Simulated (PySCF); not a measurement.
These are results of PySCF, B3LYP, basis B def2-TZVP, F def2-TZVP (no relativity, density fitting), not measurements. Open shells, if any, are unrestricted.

Question: What shape and geometry does isolated singlet BF3 take (every ligand bound to B)?

Answer: Counting electrons, boron keeps none of its valence electrons outside its bonds, so the VSEPR class is AX3 and the expected shape is trigonal planar (D3h), as computed. The lowest minimum found is a singlet of D3h symmetry with B–F 1.316 Å (×3); F–B–F 120.0° (×3). Its harmonic wavenumbers are 472 (e'), 684 (a2''), 886 (a1'), 1451 (e') cm⁻¹ and its dipole moment is 0.00 D.
